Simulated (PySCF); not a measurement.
Computed IR spectrum (relative IR intensity) of a molecule C₂H₈O₂Si. Coordinates come from a ωB97X-D3(BJ)/def2-SVP optimisation. One conformer was computed; it need not be the lowest. Calculation: ωB97X-D3(BJ)/def2-SVP (PySCF). Frequencies are harmonic and unscaled.

Lines under 2 % of the strongest are left out, and lines within 2 cm⁻¹ are merged.

```csv
ν (cm⁻¹),relative intensity
362,4.7
707,26
761,15
818,4.3
962,100
987,38
1175,46
1182,18
1190,2.1
1229,49
1240,36
1489,5.8
2222,38
2296,34
3025,16
3032,13
3104,11
3117,8.7
3148,7.1
3159,6.8
```

Which molecule gave these data?
A) C[Si@H](O)CO
B) OCC[SiH2]O
C) C[Si](C)(O)O
D) CO[SiH2]OC

D, CO[SiH2]OC
